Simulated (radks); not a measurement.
The numbers below are computed, except where a source is named.
Excited configurations of Tm23+: one electron is placed in a higher orbital outside [Kr] 4d9. The ground configuration is [Kr] 4d10. Code: a radial shooting solver on a logarithmic mesh with Libxc functionals. Model: scalar-relativistic Kohn-Sham, r2SCAN, spin-polarised, spherical densities, finite nucleus; open shells are filled with parallel spins first (spin-orbit coupling, left out, can overturn this in heavy ions); meta-GGA in the generalised Kohn-Sham scheme; Fermi nuclear charge, rms radius 5.2256 fm. Excitation = E - E(ground); binding = E(ion) - E, where the ion is the core of charge +24; n* = 24/sqrt(2 binding) in atomic units. These energies are relativistic, and a one-electron ion of charge +24 with no core already has n* below n in this formula (scalar-relativistic equation, point nucleus: 4f 3.998, 5s 4.987, 5p 4.992, 5d 4.996, 5f 4.998, 6s 5.986, 6d 5.996, 7s 6.986, 7p 6.991, 7d 6.996, 7f 6.997).

[
 {"outer orbital": "4f", "excitation (eV)": "178.24", "binding (eV)": "653.30", "n*": "3.464", "eigenvalue (eV)": "-631.67", "<r> (bohr)": "0.5002"},
 {"outer orbital": "5s", "excitation (eV)": "265.17", "binding (eV)": "566.37", "n*": "3.720", "eigenvalue (eV)": "-556.10", "<r> (bohr)": "0.8819"},
 {"outer orbital": "5p", "excitation (eV)": "315.34", "binding (eV)": "516.20", "n*": "3.896", "eigenvalue (eV)": "-506.37", "<r> (bohr)": "0.9293"},
 {"outer orbital": "5d", "excitation (eV)": "382.64", "binding (eV)": "448.90", "n*": "4.178", "eigenvalue (eV)": "-439.38", "<r> (bohr)": "0.9903"},
 {"outer orbital": "5f", "excitation (eV)": "452.92", "binding (eV)": "378.62", "n*": "4.550", "eigenvalue (eV)": "-369.37", "<r> (bohr)": "1.047"},
 {"outer orbital": "6s", "excitation (eV)": "481.56", "binding (eV)": "349.98", "n*": "4.732", "eigenvalue (eV)": "-344.03", "<r> (bohr)": "1.417"},
 {"outer orbital": "6d", "excitation (eV)": "541.72", "binding (eV)": "289.82", "n*": "5.200", "eigenvalue (eV)": "-284.24", "<r> (bohr)": "1.583"},
 {"outer orbital": "7s", "excitation (eV)": "593.54", "binding (eV)": "238.00", "n*": "5.738", "eigenvalue (eV)": "-234.08", "<r> (bohr)": "2.075"},
 {"outer orbital": "7p", "excitation (eV)": "608.06", "binding (eV)": "223.48", "n*": "5.922", "eigenvalue (eV)": "-219.78", "<r> (bohr)": "2.168"},
 {"outer orbital": "7d", "excitation (eV)": "628.18", "binding (eV)": "203.36", "n*": "6.208", "eigenvalue (eV)": "-199.68", "<r> (bohr)": "2.300"},
 {"outer orbital": "7f", "excitation (eV)": "649.16", "binding (eV)": "182.38", "n*": "6.555", "eigenvalue (eV)": "-178.70", "<r> (bohr)": "2.439"}
]

The Delta-SCF ionisation energy is 831.54 eV (NIST Atomic Spectra Database: 825 eV, theoretical). Self-interaction in the functional shifts the binding energies and quantum defects, so they are the method's values and not measured ones. Open shells are spherical and high-spin; term and fine-structure splittings are not resolved. Spin-orbit splitting is averaged out at the scalar-relativistic level.
